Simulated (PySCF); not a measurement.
C₆H₁₁ (SMILES [CH]1CCCCC1), doublet, at a GFN2-xTB geometry. Base run: HF/STO-3G in PySCF.

The PySCF input:
```python
from pyscf import gto, scf

mol = gto.Mole()
mol.atom = '''
    C     0.194782   -1.253250    0.665104
    C     1.293552   -0.652661   -0.115397
    C     1.204595    0.891972   -0.145725
    C    -0.245227    1.387065   -0.066103
    C    -1.220776    0.336667   -0.590214
    C    -1.198946   -0.870883    0.345565
    H     0.387703   -1.979630    1.433500
    H     2.264216   -0.961031    0.274769
    H     1.236935   -1.005049   -1.156406
    H     1.769935    1.299821    0.693459
    H     1.673905    1.252430   -1.063023
    H    -0.350384    2.315766   -0.629855
    H    -0.503618    1.600676    0.973480
    H    -2.229431    0.750980   -0.642848
    H    -0.929662    0.037240   -1.598519
    H    -1.743940   -1.710693   -0.113674
    H    -1.743533   -0.633975    1.269741
'''
mol.basis = 'sto-3g'
mol.charge = 0
mol.spin = 1
mol.verbose = 5
mol.build()

mf = scf.UHF(mol)
mf.kernel()
mo_i, mo_e, stable_i, stable_e = mf.stability(internal=True, external=True, return_status=True, nroots=6, tol=1e-6)
print('internally stable:', stable_i, ' externally stable:', stable_e)
if not stable_i:
    umf = mf.copy()
    umf.scf_summary = {}
    umf.kernel(umf.make_rdm1(mo_i, mf.mo_occ))
mf.analyze()
```

The bond that is stretched is that between atoms 11 and 3. A test that says stable can miss a lower solution.

The base run was repeated with changes; each row names its change, and settings that it needs were set with it.

```csv
change,ΔE vs base (kcal/mol),<S^2>,E after following the instability (Eh),<S^2> there,stability test says
base,0.000,0.766,-,-,stable
bond × 1.25,27.18,0.766,-,-,stable
bond × 1.5,76.1,0.766,-230.71434,0.99,internal instability
bond × 1.8,135.3,0.766,-230.67243,1.52,internal instability
bond × 2.2,198.0,0.766,-230.65841,1.71,internal instability
bond × 3.0,110.6,1.779,-,-,stable
```

On stretching, the SCF can end on different states; <S^2> shows the spin contamination of each.
